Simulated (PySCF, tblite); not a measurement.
Species: C6H7N3O.
Z-matrix (Å and degrees, GFN2-xTB geometry), rows numbered from 1:
```
C 
C   1  1.3228
N   2  1.3918  1  122.64
C   3  1.3511  2  127.76  1   179.95
C   4  1.3848  3  104.61  2  -179.98
C   5  1.4693  4  129.01  3   179.97
C   6  1.5011  5  114.32  4   179.99
O   6  1.2107  5  121.48  4    -0.03
N   5  1.3602  4  107.15  3    -0.00
N   9  1.2660  5  109.68  4    -0.00
H   1  1.0759  2  120.66  3     0.00
H   1  1.0740  2  121.12  3  -179.98
H   2  1.0808  1  123.72  3  -179.97
H   4  1.0691  3  124.11  2     0.01
H   7  1.0875  6  109.25  5    58.53
H   7  1.0875  6  109.29  5   -58.56
H   7  1.0862  6  110.24  5   179.98
```

Computed, not measured: PBE0/pcSseg-1 in PySCF (dipole) on a GFN2-xTB geometry, gas phase.

Masses are those of the commonest isotopes; rigid-rotor values at the optimised geometry. The values belong to one conformer with, in the numbering `[CH2:1]=[CH:2][n:3]1[cH:4][c:5]([C:6]([CH3:7])=[O:8])[n:9][n:10]1`, C1–C2–N3–C4 180°, C4–C5–C6–C7 180°.

Question: Give the principal moments of inertia and the rotational constants in MHz.

Answer: Ia = 113.08, Ib = 670.58, Ic = 780.56 u·Å²; 505379 MHz·u·Å²/I gives A = 4469, B = 753.6, C = 647.5 MHz.

Question: Classify the top.

Answer: A near-prolate asymmetric top; Ray's κ = -0.944.

Question: What does the inertial defect say?

Answer: Not planar: Δ = Ic − Ia − Ib = -3.09 u·Å². For a rigid frame Δ = −2 Σ m c², so Σ m c² = 1.55 u·Å² lies off the ab plane, practically all of it from hydrogen. The atom farthest from that plane is 0.88 Å away.

Question: Give the coordinates in the principal-axis frame, origin at the centre of mass.

Answer: The sense of each axis is arbitrary; atoms in the order of the calculation.
```
atom  mass (u)   a (Å)   b (Å)   c (Å)
  C1    12.000   3.754  -0.116   0.001
  C2    12.000   2.708   0.693   0.000
  N3    14.003   1.397   0.226   0.000
  C4    12.000   0.259   0.955  -0.001
  C5    12.000  -0.758   0.014   0.000
  C6    12.000  -2.212   0.225   0.000
  C7    12.000  -3.020  -1.041   0.000
  O8    15.995  -2.690   1.337   0.001
  N9    14.003  -0.170  -1.212   0.000
 N10    14.003   1.090  -1.081   0.000
 H11     1.008   3.621  -1.184   0.002
 H12     1.008   4.756   0.271   0.001
 H13     1.008   2.784   1.772  -0.001
 H14     1.008   0.231   2.023  -0.001
 H15     1.008  -2.760  -1.631   0.876
 H16     1.008  -2.762  -1.632  -0.876
 H17     1.008  -4.081  -0.809   0.001
```

Question: Predict some low-J microwave lines.

Answer: The dipole components are |μa| = 3.21 D, |μb| = 1.23 D, |μc| = 0.00 D; the mirror of this Cs structure is the ab plane, so μc vanishes by symmetry and there are no c-type lines. The squared components, which scale the intensities, stand as 1.00 : 0.15 (a : b). Some lines, for components of 0.1 D or more:

| type | branch | J(Ka,Kc) | MHz | lower level (cm⁻¹) |
| --- | --- | --- | --- | --- |
| a | Q | 3(1,2) ← 3(1,3) | 637 | 0.395 |
| a | R | 1(0,1) ← 0(0,0) | 1401 | 0.000 |
| b | R | 4(0,4) ← 3(1,3) | 2122 | 0.395 |
| a | R | 2(0,2) ← 1(0,1) | 2800 | 0.047 |
| a | R | 2(1,1) ← 1(1,0) | 2908 | 0.174 |
| b | Q | 1(1,0) ← 1(0,1) | 3822 | 0.047 |
| a | R | 3(1,3) ← 2(1,2) | 4043 | 0.261 |
| b | Q | 3(1,2) ← 3(0,3) | 4097 | 0.280 |
| a | R | 3(2,1) ← 2(2,0) | 4212 | 0.643 |
| a | R | 4(1,4) ← 3(1,3) | 5388 | 0.395 |
| a | R | 4(3,2) ← 3(3,1) | 5609 | 1.412 |
| a | R | 4(3,1) ← 3(3,0) | 5609 | 1.412 |
| a | R | 4(1,3) ← 3(1,2) | 5812 | 0.417 |
| b | R | 3(1,3) ← 2(0,2) | 7654 | 0.140 |
| b | Q | 4(2,2) ← 4(1,3) | 10813 | 0.611 |
| b | Q | 3(2,1) ← 3(1,2) | 11000 | 0.417 |
| b | Q | 2(2,0) ← 2(1,1) | 11149 | 0.271 |
| b | Q | 3(2,2) ← 3(1,3) | 11626 | 0.395 |
| b | Q | 4(2,3) ← 4(1,4) | 11841 | 0.575 |
| b | R | 2(2,1) ← 1(1,0) | 14055 | 0.174 |
| b | R | 4(4,0) ← 3(3,1) | 31986 | 1.412 |

Question: Estimate the classical rotational partition function at 50 K, 100 K and 200 K.

Answer: Point group Cs, symmetry number σ = 1; q = (√π/σ)·√((kT/h)³/(ABC)), k/h = 20836.6 MHz/K: 40400 at 50 K, 114000 at 100 K, 323000 at 200 K.

Its GFN2-xTB frequencies are all real (lowest 40 cm⁻¹). No vibrational averaging or centrifugal distortion is included, and the geometry carries the error of its method. A rigid rotor knows nothing of internal rotation, which can split or shift real lines. Quadrupole hyperfine structure (14N) is left out.

Cost: about 90 s of CPU time on one thread; the machine was shared, so the figure is rough. This is the PBE0/pcSseg-1 job that gave the dipole, with the shieldings it also computed.
